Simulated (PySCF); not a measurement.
C₅H₁₁O₃Si, SMILES [CH2]O[Si](C=C)(OC)OC, doublet at its GFN2-xTB optimised geometry (Å):

```
20

C     -1.6894    -2.2400     1.8053
O     -1.6262    -0.9893     1.3252
Si    -0.9525    -0.3177     0.0000
C     -1.6526     1.4308     0.0000
C     -2.2034     2.0487     1.0335
O     -1.3553    -1.2344    -1.2733
C     -0.8560    -1.1825    -2.5826
O      0.6855    -0.3177     0.0000
C      1.5524     0.2766     0.9277
H     -2.3489    -2.3817     2.6402
H     -1.3385    -3.0612     1.2111
H     -1.5705     1.9791    -0.9324
H     -2.5732     3.0612     0.9748
H     -2.3146     1.5543     1.9838
H     -1.1371    -2.1112    -3.0800
H      0.2296    -1.0803    -2.5795
H     -1.2932    -0.3378    -3.1197
H      2.5732     0.0638     0.6088
H      1.3894    -0.1336     1.9267
H      1.3976     1.3573     0.9635
```

Calculation: PySCF with unrestricted PBE0/def2-SVP. Cells within 0.4 Å of a nucleus heavier than hydrogen are left out (blank, or x).

Map of the deformation density (molecule minus spherical neutral atoms) (e/bohr³) on the plane z = 0.6 Å:

```
|111111111111111111111111111|
|111111111111111111111111111|
|111111111111111111111111111|
|111111111111111111111111111|
|111111111111111111111111111|
|111111111111111111111111111|
|111111132111111111111111111|
|111111132111111111111111111|
|111111016521111111111111111|
|111111139831111111111111111|
|111111123311111133111111111|
|111111111121100144211111111|
|11111111111100001x641111111|
|111111110000011332881111111|
|111111111110022110221111111|
|111111112441012100111111111|
|111111111221011111111111111|
|111111111000111111111111111|
|111111111000111111111111111|
|111111111111111111111111111|
|111111111111111111111111111|
|111111111101111111111111111|
|111111111111111111111111111|
|111111111111111111111111111|
|111111111111111111111111111|
|111111111111111111111111111|
|111111111111111111111111111|
```
Scale: ten equal steps from -0.019 (start of '0') to 0.098 (end of '9'), in the order '0123456789'; x runs from -5.50 to 5.50, y from -5.50 (bottom) to 5.50 (top).
